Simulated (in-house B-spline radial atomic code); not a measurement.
Inner levels of thulium as electrons are removed. A shift is the extra binding of the orbital against the neutral atom ([Xe] 4f5/2(6) 4f7/2(7) 6s2). The density at the nucleus is averaged over the nuclear charge. Computed with a radial B-spline atomic code at the basis-set limit: Dirac-Hartree-Fock, jj configuration that fills j = l - 1/2 first, finite nuclei.

A number in brackets counts the electrons of a j subshell.

| ion | configuration | shift of 3p1/2 (eV) | shift of 3d5/2 (eV) | shift of 1s1/2 (eV) | radius of 3p1/2 (bohr) | radius of 3d5/2 (bohr) | radius of 1s1/2 (bohr) | Σ<r²> (bohr²) | change of density at nucleus (bohr⁻³) |
| --- | --- | --- | --- | --- | --- | --- | --- | --- | --- |
| Tm22+ | [Kr] 4d10 4f5/2(1) | 655.96 | 654.55 | 644.3 | 0.20962 | 0.20057 | 0.020009 | 6.4597 | -247.56 |
| Tm23+ | [Kr] 4d10 | 707.72 | 707.09 | 694.37 | 0.20949 | 0.20046 | 0.020009 | 6.0713 | -158.83 |
| Tm24+ | [Kr] 4d3/2(4) 4d5/2(5) | ? | ? | ? | ? | ? | ? | ? | ? |
| Tm25+ | [Kr] 4d3/2(4) 4d5/2(4) | 814.83 | 813.28 | 809.3 | 0.20915 | 0.20032 | 0.020009 | 5.3277 | 114.49 |
| Tm26+ | [Kr] 4d3/2(4) 4d5/2(3) | 869.8 | 867.8 | 868.57 | 0.20896 | 0.20008 | 0.02001 | 4.9756 | 258.29 |
| Tm27+ | [Kr] 4d3/2(4) 4d5/2(2) | ? | ? | ? | ? | ? | ? | ? | ? |
| Tm28+ | [Kr] 4d3/2(4) 4d5/2(1) | 982.56 | 979.64 | 990.73 | 0.20857 | 0.19958 | 0.02001 | 4.3073 | 560.12 |
| Tm29+ | [Kr] 4d3/2(4) | 1040.33 | 1036.95 | 1053.61 | 0.20836 | 0.19931 | 0.02001 | 3.99 | 718.16 |
| Tm30+ | [Kr] 4d3/2(3) | 1099.25 | 1096.79 | 1118.79 | 0.2081 | 0.19898 | 0.02001 | 3.6891 | 887.58 |
| Tm31+ | [Kr] 4d3/2(2) | 1159.07 | 1157.58 | 1185.2 | 0.20783 | 0.19865 | 0.02001 | 3.398 | 1061.91 |
| Tm32+ | [Kr] 4d3/2(1) | ? | ? | ? | ? | ? | ? | ? | ? |
| Tm33+ | [Ar] 3d10 4s2 4p6 | 1281.41 | 1281.99 | 1321.67 | 0.20726 | 0.19794 | 0.02001 | 2.8436 | 1425.28 |

Question: Fill in the row of Tm24+.

Answer: shift of 3p1/2 (eV): 760.8; shift of 3d5/2 (eV): 759.71; shift of 1s1/2 (eV): 751.23; radius of 3p1/2 (bohr): 0.20933; radius of 3d5/2 (bohr): 0.20054; radius of 1s1/2 (bohr): 0.020009; Σ<r²> (bohr²): 5.6927; change of density at nucleus (bohr⁻³): -24.548.

Question: Fill in the row of Tm27+.

Answer: shift of 3p1/2 (eV): 925.72; shift of 3d5/2 (eV): 923.26; shift of 1s1/2 (eV): 929.05; radius of 3p1/2 (bohr): 0.20877; radius of 3d5/2 (bohr): 0.19984; radius of 1s1/2 (bohr): 0.02001; Σ<r²> (bohr²): 4.6356; change of density at nucleus (bohr⁻³): 406.83.

Question: Fill in the row of Tm32+.

Answer: shift of 3p1/2 (eV): 1219.79; shift of 3d5/2 (eV): 1219.31; shift of 1s1/2 (eV): 1252.82; radius of 3p1/2 (bohr): 0.20755; radius of 3d5/2 (bohr): 0.1983; radius of 1s1/2 (bohr): 0.02001; Σ<r²> (bohr²): 3.1163; change of density at nucleus (bohr⁻³): 1241.14.
